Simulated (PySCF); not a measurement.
This PySCF input asks for the NMR shieldings of SMILES FB(F)C1=COC=CC1, C₅H₅BF₂O; the geometry comes from GFN2-xTB.

```python
import basis_set_exchange as bse
import numpy as np
from pyscf import gto, dft
from pyscf.prop import nmr

atoms = """
F     2.717303    0.367460   -1.498710
B     2.220349    0.432088   -0.274395
F     3.111905    0.749641    0.652825
C     0.741872    0.163922    0.046811
C     0.303219    0.247569    1.314844
O    -0.950590    0.042059    1.745000
C    -1.878098   -0.289416    0.786328
C    -1.608614   -0.411046   -0.502106
C    -0.232413   -0.195404   -1.063000
H     0.963800    0.501089    2.132573
H    -2.852129   -0.436977    1.225709
H    -2.392795   -0.674713   -1.192610
H    -0.252800    0.602459   -1.814306
H     0.108313   -1.099204   -1.581129
"""
names = dict.fromkeys(["F", "B", "C", "O", "H"], "pcSseg-1")
basis = {el: gto.basis.parse(bse.get_basis(n, elements=[el], fmt="nwchem")) for el, n in names.items()}
mol = gto.M(atom=atoms, basis=basis, charge=0, verbose=0)
mf = dft.RKS(mol, xc="PBE0")
mf.grids.level = 2
mf.grids.alignment = dft.numint.BLKSIZE   # the property module wants whole blocks of grid points
mf.conv_tol = 1e-9
mf.kernel()

calc = nmr.RKS(mf)   # GIAO
C = mf.mo_coeff
Co = C[:, mf.mo_occ > 0]
resp = mf.gen_response(singlet=True, hermi=2)
def vind(x):   # induced exchange potential for any number of trial vectors
    d = np.einsum("pi,xij,qj->xpq", C, 2 * x.reshape(-1, C.shape[1], Co.shape[1]), Co, optimize=True)
    return np.einsum("xpq,pi,qj->xij", resp(d - d.transpose(0, 2, 1)), C, Co, optimize=True).ravel()
mo1, _ = nmr.rhf.solve_mo1(calc, with_cphf=vind)
sigma = calc.kernel(mo1)
for i, s in enumerate(sigma):   # ppm
    print("%2d %-2s %9.2f" % (i, mol.atom_pure_symbol(i), np.trace(s) / 3))
```

Problem. What does it print?

Solution. 
```
 0 F     257.64
 1 B      75.61
 2 F     272.38
 3 C      85.84
 4 C      20.28
 5 O     149.20
 6 C      40.25
 7 C      75.15
 8 C     163.49
 9 H      24.55
10 H      25.28
11 H      26.65
12 H      28.77
13 H      28.78
```

These numbers come from an equivalent density-fitted implementation of the same equations, which agrees with the script to about 0.01 ppm for H and up to a few tenths of a ppm for heavy atoms, so last digits may differ.

Size and cost of the density-fitted run: 178 basis functions, 30 s wall time on 1 thread of an Arm Neoverse V1, shared host; peak memory 0.79 GiB.
